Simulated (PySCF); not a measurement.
W(O)2(F)2 anion (F₂O₂W), SMILES [O]=[W](=[O])([F])[F] (connectivity only; charge and spin as stated), charge -1, multiplicity 2.

The structure is a stationary point at PBE-D3(BJ)/def2-SVPD. The spin state was assumed, not searched. The isomer is the one that the SMILES or the coordinates give; other isomers of the formula were not compared. The def2 effective core potentials stand for the cores of W; spin–orbit coupling is left out.

Two levels are set side by side: PBE/def2-SVPD (PySCF) and CAM-B3LYP/def2-SVPD (PySCF). Same geometry, gas phase. Differences are taken from unrounded values.

| quantity | CAM-B3LYP |
|---|---|
| α-spin orbital gap (eV) | 6.90 |
| β-spin orbital gap (eV) | 8.99 |
| mean polarisability (bohr³) | 53.0 |

What does PBE give, and how far is it from CAM-B3LYP? (An estimate is asked for; the answer gives what the named calculation found.)


| quantity | PBE | PBE minus CAM-B3LYP |
|---|---|---|
| α-spin orbital gap (eV) | 1.89 | -5.00 |
| β-spin orbital gap (eV) | 4.24 | -4.75 |
| mean polarisability (bohr³) | 60.8 | 7.8 |

PBE's more diffuse valence density responds more strongly to a field. Differences between two approximate levels are no errors against the true value.

Rough cost on one machine, each run with all the roots and properties that it gave: CAM-B3LYP against PBE within a factor of 2.
